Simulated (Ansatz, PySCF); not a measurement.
The Ansatz (a quantum-chemistry and plane-wave program) input:
Ansatz 0.2 input:
```yaml
crystal:
  periodic: [false, false, false]
  atoms:
    - {symbol: C, position_ang: [0.04765939, 0.08243276, -0.05118241]}
    - {symbol: O, position_ang: [0.27214038, 1.15850639, -0.57845970]}
    - {symbol: O, position_ang: [-1.15674511, -0.20174152, 0.49367599]}
    - {symbol: H, position_ang: [-1.74941322, 0.55735887, 0.38773571]}
    - {symbol: C, position_ang: [0.98018779, -0.98897084, 0.06432854]}
    - {symbol: H, position_ang: [0.69019151, -1.90286014, 0.54732555]}
    - {symbol: H, position_ang: [1.96897649, -0.86938916, -0.33566831]}
basis:
  gaussian:
    orbitals: STO-3G
magnetization: {spin_polarized: true, initial_magnetization: 1}
correlation: {method: mp2, electrons: outside_noble_gas}
accuracy: high
```

### Question
Convert this to an input for PySCF.

### Answer
Several could match; the one computed here: 
```python
from pyscf import gto, scf, mp

mol = gto.Mole()
mol.atom = '''
    C     0.04765939    0.08243276   -0.05118241
    O     0.27214038    1.15850639   -0.57845970
    O    -1.15674511   -0.20174152    0.49367599
    H    -1.74941322    0.55735887    0.38773571
    C     0.98018779   -0.98897084    0.06432854
    H     0.69019151   -1.90286014    0.54732555
    H     1.96897649   -0.86938916   -0.33566831
'''
mol.basis = 'sto-3g'
mol.spin = 1
mol.verbose = 4
mol.build()

mf = scf.UHF(mol)
mf.kernel()

pt = mp.MP2(mf, frozen=4)
pt.kernel()
print('E(MP2) = %.10f' % pt.e_tot)
```

Both were run: Ansatz gave -224.332370 Eh and PySCF -224.332370 Eh, 0.000 mEh apart.
